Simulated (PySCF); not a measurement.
C2H4F2Si. Atoms are numbered in the order given.

```xyz
9

F      1.0327     1.8156     0.0000
C     -0.2287     1.3753     0.0000
C     -0.5132     0.0686     0.0000
F     -1.8271    -0.2718     0.0000
Si     0.6881    -1.3870     0.0000
H     -0.9842     2.1671     0.0000
H      2.0828    -0.8767     0.0000
H      0.4343    -2.2148     1.2118
H      0.4343    -2.2148    -1.2118
```
Charge 0, spin multiplicity 1.

The structure is a stationary point at B3LYP-D3(BJ)/def2-SVP. The structure was generated by enumeration; whether it is a known compound was not checked.

Computed with KT2/pcSseg-1 run with PySCF.

GIAO shieldings, no solvent; atoms alike by connectivity are averaged. δ = σ(ref) − σ: ¹⁹F against CFCl3 (σ = 127.1 ppm); ¹³C against TMS (σ = 185.1 ppm); ²⁹Si against TMS (σ = 361.9 ppm); ¹H against TMS (σ = 31.47 ppm), references at their B3LYP-D3(BJ)/def2-TZVP geometries, non-relativistic.

Computed chemical shifts:
| nucleus | atoms | count | δ (ppm) |
|---|---|---|---|
| ¹⁹F | F1 | 1 | -191.8 |
| ¹⁹F | F4 | 1 | -207.1 |
| ¹³C | C2 | 1 | 158.3 |
| ¹³C | C3 | 1 | 155.1 |
| ²⁹Si | Si5 | 1 | -90.8 |
| ¹H | H6 | 1 | 8.18 |
| ¹H | H7, H8, H9 | 3 | 4.55 |
